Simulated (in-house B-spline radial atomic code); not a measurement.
The numbers below are computed, except where a source is named.
**Building a PAW p channel for Al, r_c = 2.95 bohr**

Al, [Ne] 3s2 3p1, non-relativistic PBE, spherical and spin-unpolarised, from a B-spline radial code for spherical atoms (atomic units; all potentials screened as in the neutral atom).

Two all-electron partial waves φ1, φ2 are integrated outwards at E1 = ε(3p) = -0.099955 and E2 = E1 + 0.5 hartree; φ1 is the bound orbital and φ2 has unit norm inside r_c = 2.9499 bohr. Smooth partners are polynomials, r^2(a0 + a1 r² + a2 r⁴ + a3 r⁶), matched to φ and three derivatives at r_c, with no condition on the norm. The local potential is -1.64709 + (0.353003) r² + (-0.0346849) r⁴ + (0.00131196) r⁶ inside 2.5099 bohr and the all-electron one outside.

| wave | φ(r_c) | φ'(r_c) | a0 | a1 | a2 | a3 |
| --- | --- | --- | --- | --- | --- | --- |
| 1 | 0.5495496 | -0.0533904 | 0.2301275 | -0.03441185 | 0.002247335 | -5.721597e-05 |
| 2 | 0.09334846 | -1.091338 | 0.5909907 | -0.1289451 | 0.00923146 | -0.0002386198 |

Inside r_c the overlaps are <φi φj> = [[0.43469, 0.59476], [0.59476, 1.00000]] and, for the smooth waves, [[0.42858, 0.56825], [0.56825, 0.91792]]. With χj = (Ej − T − V_local) applied to smooth wave j, the program's quadrature gives the matrix B_ij = <smooth i, χj> as [[0.02834, 0.05224], [0.06550, 0.14333]].

Check the match of the first wave, and find the augmentation charges q_ij.

At r_c the four terms are 2.00255, -2.60578, 1.48085, -0.32808, which sum to 0.5495, φ1(r_c) to rounding. q_ij is the all-electron overlap less the smooth one: [[0.00611, 0.02651], [0.02651, 0.08208]]. The smooth first wave has a norm of 0.4286 inside r_c against 0.4347, and q11 > 0 puts back the missing charge.

B isn't symmetric. Show that D_ij = B_ij + Ej q_ij is.

Integrating by parts gives B12 − B21 = (E1 − E2) q12: 0.05224 − (0.06550) = -0.01325, and −0.5 × (0.02651) = -0.01325. So D12 = 0.05224 + (0.400045)(0.02651) = 0.06285 and D21 = 0.06550 + (-0.099955)(0.02651) = 0.06285; D11 = 0.02773, D22 = 0.17617. The projectors, p = (B⁻¹)ᵀ χ, are dual to the smooth waves; det B = 0.00064.

Solving (T + V_local + Σ p D p) ψ = E (1 + Σ p q p) ψ in a sphere of 9 bohr, whose wall lifts the free-atom level a little, gives these levels:

```tsv
all-electron	one projector	two projectors
-0.097863	-0.097863	-0.097863
0.132076	0.131686	0.132074
0.473310	0.469290	0.473309
0.957437	0.938832	0.957105
1.578330	1.524720	1.574200
```

What does the second projector gain?

With one projector the errors are 0.00, -0.39, -4.02, -18.60, -53.61 millihartree. With two the errors are 0.00, 0.00, 0.00, -0.33, -4.13 millihartree. The scattering is exact at E1 and at E2 = 0.400, and over all levels compared the largest error is 4.1 millihartree. The lowest eigenvalue of the overlap operator is 1 with one and 0.958 with two projectors. The smooth orbital alone needs a cutoff of 2 hartree for 1 millihartree of kinetic energy, against 2.08 for a norm-conserving Troullier-Martins orbital of the same radius.
